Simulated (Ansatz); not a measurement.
TiCl₃. Charge 0, multiplicity 2. Geometry PBE-D4/def2-SVP.

```xyz
4

Ti    0.0009    0.0010   -0.0019
Cl    1.4551    1.6309    0.1498
Cl   -2.0103    0.3895   -0.7745
Cl    0.5542   -2.0214    0.6266
```

The structure comes from a short search, and lower isomers may exist.

(1) Estimate the α-spin orbital energies around the gap (eV) in Ansatz with LDA (SPW92)/def2-TZVP, PBE-D4/def2-TZVPD, r2SCAN-D4/def2-TZVPD, B97M-V/def2-TZVP, PBE0-D4/def2-TZVP.

## Answers

(1) 
```tsv
orbital	LDA (SPW92)/def2-TZVP	PBE-D4/def2-TZVPD	r2SCAN-D4/def2-TZVPD	B97M-V/def2-TZVP	PBE0-D4/def2-TZVP
HOMO−13	-39.34	-39.53	-41.13	-41.68	-43.58
HOMO−12	-20.61	-20.57	-21.47	-21.92	-23.08
HOMO−11	-20.38	-20.35	-21.24	-21.69	-22.82
HOMO−10	-20.38	-20.34	-21.24	-21.69	-22.82
HOMO−9	-10.10	-9.95	-10.35	-10.42	-11.50
HOMO−8	-9.70	-9.57	-9.95	-9.99	-10.98
HOMO−7	-9.70	-9.57	-9.95	-9.99	-10.98
HOMO−6	-8.96	-8.80	-9.12	-9.16	-10.13
HOMO−5	-8.96	-8.80	-9.11	-9.16	-10.13
HOMO−4	-8.93	-8.77	-9.11	-9.14	-10.10
HOMO−3	-8.92	-8.77	-9.11	-9.14	-10.10
HOMO−2	-8.80	-8.66	-9.00	-9.02	-9.98
HOMO−1	-8.32	-8.19	-8.52	-8.55	-9.47
HOMO	-5.46	-5.54	-6.15	-6.16	-7.71
LUMO	-4.73	-4.44	-4.28	-4.19	-3.27
LUMO+1	-4.73	-4.44	-4.28	-4.18	-3.26
LUMO+2	-3.93	-3.74	-3.76	-3.78	-2.79
LUMO+3	-3.92	-3.73	-3.76	-3.78	-2.79
LUMO+4	-0.86	-0.91	-0.43	-0.70	-0.18
LUMO+5	-0.28	-0.73	-0.39	0.13	0.67
β HOMO	-8.35	-8.22	-8.56	-8.59	-9.51
β LUMO	-4.24	-4.06	-3.90	-3.74	-2.85
```
